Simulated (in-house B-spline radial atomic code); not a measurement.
Checks on a self-consistent run for Pt²³⁺, [Kr] 4d10 (4f5/2)6 (4f7/2)3. Level of theory: Dirac-Hartree-Fock, average of the jj configuration, Fermi nucleus of rms radius 5.427 fm; calculated with an all-electron radial atomic-structure program (B-spline basis).

| orbital | q | ε (Eh) | <1/r> | <r²> | small-component weight |
| --- | --- | --- | --- | --- | --- |
| 1s1/2 | 2 | -2924.26775 | 93.8909 | 0.000406153 | 0.087477 |
| 2s1/2 | 2 | -538.97547 | 23.0455 | 0.00613925 | 0.020025 |
| 2p1/2 | 2 | -516.57110 | 22.9609 | 0.00436713 | 0.02006 |
| 2p3/2 | 4 | -452.90790 | 18.852 | 0.00555283 | 0.017898 |
| 3s1/2 | 2 | -147.42414 | 8.48381 | 0.0396983 | 0.0067041 |
| 3p1/2 | 2 | -137.49999 | 8.38011 | 0.0363676 | 0.0066277 |
| 3p3/2 | 4 | -123.16394 | 7.32385 | 0.0426312 | 0.0060258 |
| 3d3/2 | 4 | -106.93493 | 7.19327 | 0.0329352 | 0.005868 |
| 3d5/2 | 6 | -103.69389 | 6.95977 | 0.0344994 | 0.0057162 |
| 4s1/2 | 2 | -50.65788 | 3.63856 | 0.186564 | 0.0023245 |
| 4p1/2 | 2 | -46.46280 | 3.54248 | 0.189075 | 0.0022476 |
| 4p3/2 | 4 | -42.64894 | 3.19894 | 0.215793 | 0.002046 |
| 4d3/2 | 4 | -35.80925 | 3.03328 | 0.219914 | 0.0018856 |
| 4d5/2 | 6 | -34.72428 | 2.93949 | 0.229711 | 0.0018117 |
| 4f5/2 | 6 | -26.10184 | 2.68363 | 0.225592 | 0.0015384 |
| 4f7/2 | 3 | -25.81231 | 2.65066 | 0.230691 | 0.0015127 |

Electron-electron repulsion V_ee = 5378.7311 hartree.

(1) What total energy follows from the eigenvalues?

(2) Does the Dirac virial theorem hold?

(3) What diamagnetic shielding (Lamb formula) and susceptibility (Langevin formula) do the radii give?

## Answers

(1) The eigenvalues count the repulsion twice, so E = Σqε - V_ee = -12834.135 - 5378.731 = -18212.866 hartree; the run printed -18212.866.

(2) For a point nucleus E = -2c²Σq·w, with w the small-component weight. Here Σq·w = 0.48476 and c = 137.0360, so the ratio E/(-2c²Σq·w) is 1.000345; the finite nucleus accounts for the departure from 1.

(3) σ = (α²/3)Σq<1/r> = 569.739/(3·137.036²) = 10113 ppm, and χ = -0.79199×10⁻⁶·Σq<r²> = -5.246×10⁻⁶ cm³/mol with Σq<r²> = 6.6234 bohr². Both are non-relativistic formulas without the paramagnetism of open shells; for so heavy an element the full relativistic shielding is larger by tens of per cent.
